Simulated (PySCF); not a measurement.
BF, charge +1, multiplicity 2. Atoms are numbered in the order given.

```xyz
2

B      0.0000     0.0000    -0.7810
F      0.0000     0.0000     0.4339
```
Charge +1, spin multiplicity 2.

Geometry: B3LYP-D3(BJ)/def2-TZVPD.

Method: PySCF with B3LYP-D3(BJ)/def2-TZVPD.

Frequencies are harmonic and unscaled.

| mode | ν (cm⁻¹) | IR (km/mol) | moving atoms (share of kinetic energy) |
|---|---|---|---|
| 1 | 1699 | 181.3 | B 64 %, F 36 % |
